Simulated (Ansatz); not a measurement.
This Ansatz (a first-principles code) input (wB97M-V/def2-TZVPPD) gives -2573.96842 Eh with 57 basis functions. A basis named .json is the Basis Set Exchange file of that set (core-valence sets with the plain set on hydrogen).

Ansatz 0.2 input:
```yaml
crystal:
  periodic: [false, false, false]
  atoms:
    - {symbol: Br, position_ang: [0.00000000, 0.00000000, 0.00000000]}
basis:
  gaussian:
    orbitals: def2-TZVPPD.json
hamiltonian:
  xc: {name: wB97M-V}
magnetization: {spin_polarized: true, initial_magnetization: 1}
scf: {lower_state_search: full}
```

Change:
```diff
- orbitals: def2-TZVPPD.json
+ orbitals: aug-pcseg-1.json
```

Problem. What does the run give now?

Solution. -2573.66547 Eh (wB97M-V/aug-pcseg-1, 36 functions), a change of +302.95 mEh.
